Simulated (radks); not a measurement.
Problem. V19+, 4 electrons, occupied as [He] 2s2 (the NIST ground configuration). Method: scalar-relativistic Kohn-Sham, r2SCAN, spin-polarised, spherical densities, finite nucleus; meta-GGA in the generalised Kohn-Sham scheme; Fermi nuclear charge, rms radius 3.6002 fm; computed with a radial shooting solver on a logarithmic mesh with Libxc functionals. Some entries of the table are withheld. Estimate them.

orbital  occ.  eigenvalue (eV)  <r> (bohr)
1s          2              (1)         (2)
2s          2        -1451.831         (3)
2p          0              (4)      0.2384
3s          0        -585.2899         (5)

Solution. 
(1) 1s eigenvalue (eV): -6488.636
(2) 1s <r> (bohr): 0.06589
(3) 2s <r> (bohr): 0.2770
(4) 2p eigenvalue (eV): -1389.397
(5) 3s <r> (bohr): 0.6360
